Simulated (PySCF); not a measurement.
Al(Me)(Cl) (CH₃AlCl), SMILES [CH3][Al][Cl], multiplicity 2.

Geometry: ωB97X-D3(BJ)/def2-TZVP. The multiplicity is an assumed one; other spin states were not compared. The isomer is the one that the SMILES or the coordinates give; other isomers of the formula were not compared.

Calculation: ωB97X-D3(BJ)/def2-TZVP (PySCF 2.14.0).

Frequencies are harmonic and unscaled.

Computed vibrational spectrum:
```json
[
 {"mode": "1", "ν (cm⁻¹)": "66", "IR (km/mol)": "0.1", "moving atoms (share of kinetic energy)": "H 91 %"},
 {"mode": "2", "ν (cm⁻¹)": "161", "IR (km/mol)": "5.9", "moving atoms (share of kinetic energy)": "C 29 %, Al 26 %, Cl 23 %, H 22 %"},
 {"mode": "3", "ν (cm⁻¹)": "486", "IR (km/mol)": "68.0", "moving atoms (share of kinetic energy)": "Al 42 %, Cl 42 %, C 10 %"},
 {"mode": "4", "ν (cm⁻¹)": "573", "IR (km/mol)": "0.0", "moving atoms (share of kinetic energy)": "H 85 %, C 14 %"},
 {"mode": "5", "ν (cm⁻¹)": "634", "IR (km/mol)": "57.0", "moving atoms (share of kinetic energy)": "C 41 %, Al 40 %, H 16 %"},
 {"mode": "6", "ν (cm⁻¹)": "698", "IR (km/mol)": "53.5", "moving atoms (share of kinetic energy)": "H 71 %, C 19 %, Al 9 %"},
 {"mode": "7", "ν (cm⁻¹)": "1209", "IR (km/mol)": "6.2", "moving atoms (share of kinetic energy)": "H 81 %, C 19 %"},
 {"mode": "8", "ν (cm⁻¹)": "1443", "IR (km/mol)": "3.2", "moving atoms (share of kinetic energy)": "H 95 %"},
 {"mode": "9", "ν (cm⁻¹)": "1454", "IR (km/mol)": "6.6", "moving atoms (share of kinetic energy)": "H 95 %"},
 {"mode": "10", "ν (cm⁻¹)": "3049", "IR (km/mol)": "5.3", "moving atoms (share of kinetic energy)": "H 97 %"},
 {"mode": "11", "ν (cm⁻¹)": "3128", "IR (km/mol)": "5.4", "moving atoms (share of kinetic energy)": "H 91 %, C 9 %"},
 {"mode": "12", "ν (cm⁻¹)": "3159", "IR (km/mol)": "6.3", "moving atoms (share of kinetic energy)": "H 91 %, C 9 %"}
]
```
